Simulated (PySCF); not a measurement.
**Structure elucidation problem**

An unknown has the formula C5H9FOSi. Its calculated NMR data are:

1H NMR (400 MHz, computed): δ 7.39 (m, 1H), 7.03 (m, 1H), 6.38 (m, 1H), 5.35 (m, 1H), 5.31 (m, 1H), 5.00 (t, 2H), 1.80 (m, 2H).

13C{1H} NMR (computed): δ 153.7 (CH), 142.8 (CH), 138.8 (CH), 120.9 (CH2), 26.7 (CH2).

PySCF 2.14.0 with density-fitted response routines calculation with GFN2-xTB geometry and NMR shieldings at PBE0/pcSseg-1/GIAO; one averaged value for each set of equivalent atoms, in vacuum, non-relativistic Hamiltonian, a single conformation.

δ = σ(ref) − σ, references computed at the same level: 1H and 13C against TMS.

Question: Which of these isomers gave the spectra?
A. O=C(F)[C@H]1C[C@H]([SiH3])C1
B. CO[SiH2]/C=C\C=C\F
C. C=CC[SiH2]O/C=C/F

Answer: C. 

- The formula gives 2 degrees of unsaturation (no ring in the answer).
- 5 carbon signals for 5 carbons: no two carbons are equivalent.
- Carbon types of the structure: 3 × CH, 2 × CH2, leaving 2 H on heteroatoms.
- δC 153.7: β carbon of an enol-ether or enamine type C=C.
- δC 142.8: alkene CH; as expected for a trigonal carbon in a double bond.
- δC 138.8: alkene carbon bearing oxygen; an sp2 carbon further deshielded by the attached heteroatom.
- δC 120.9: terminal =CH2 carbon; the olefinic region.
- δH 1.80: hydrogen on an allylic sp3 CH2 bonded to Si; allylic position.

The others: CO[SiH2]/C=C\C=C\F would give 6 signals for carbon-bound and other non-exchanging H, not 7; O=C(F)[C@H]1C[C@H]([SiH3])C1 would give 4 carbon signals, not 5.

Splittings by 19F in the carbon and heteronuclear signals aren't shown, as no couplings were computed. Shifts are as computed. Against solution values, carbons near 30 ppm lie about +3 ppm off and those near 130 ppm about +5 ppm. Of 1211 compounds with measured shifts, 218 miss one by over three times the rms of a fit or turn the order of signals round; such compounds aren't used in these exercises. No couplings were computed; multiplicities are counted from neighbouring protons, with m where these are inequivalent, close in shift, in a saturated or five-membered ring or joined by F or P, and br s for small geminal =CH2 splittings.
